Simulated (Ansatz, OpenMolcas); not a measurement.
# C3H11AlO (SMILES C[Al-](C)(C)[OH2+]): methods side by side

The species is C3H11AlO (16 atoms), meant as a singlet with charge 0. As SMILES, `C[Al-](C)(C)[OH2+]`. The shape is that of a PBE0-D4/def2-TZVP optimisation. This is one conformer, not always the lowest.

Quantity: the HOMO–LUMO gap, in eV. The values are calculated.

```json
{"level": "HF/6-31G* (spherical functions)", "kind": "Hartree–Fock", "program": "OpenMolcas", "value (eV)": "13.51", "CPU time": "20 s"}
{"level": "SVWN5/6-31G* (spherical functions)", "kind": "LDA", "program": "Ansatz", "value (eV)": "4.65", "CPU time": "7.5 s"}
{"level": "BLYP/6-31G* (spherical functions)", "kind": "GGA", "program": "OpenMolcas", "value (eV)": "4.52", "CPU time": "1.9 min"}
{"level": "r2SCAN/6-31G* (spherical functions)", "kind": "meta-GGA", "program": "Ansatz", "value (eV)": "5.68", "CPU time": "23 s"}
{"level": "r2SCAN0/6-31G* (spherical functions)", "kind": "hybrid meta-GGA", "program": "Ansatz", "value (eV)": "7.66", "CPU time": "25 s"}
{"level": "HSE06/6-31G* (spherical functions)", "kind": "range-separated hybrid", "program": "Ansatz", "value (eV)": "6.26", "CPU time": "16 s"}
{"level": "wB97M-V/6-31G* (spherical functions)", "kind": "range-separated hybrid", "program": "Ansatz", "value (eV)": "10.98", "CPU time": "2.7 min"}
{"level": "wB97X/6-31G* (spherical functions)", "kind": "range-separated hybrid", "program": "Ansatz", "value (eV)": "11.68", "CPU time": "50 s"}
{"level": "PBE-QIDH/6-31G* (spherical functions)", "kind": "double hybrid", "program": "Ansatz", "value (eV)": "11.00", "CPU time": "21 s"}
```

The values span 4.52 to 13.51 eV. Orbital gaps aren't excitation energies, and those of double hybrids come from the SCF part alone; they tend to grow with the share of exact exchange. Times are those of the runs behind each value, whatever else they computed, on shared processors of several kinds: orders of magnitude only.
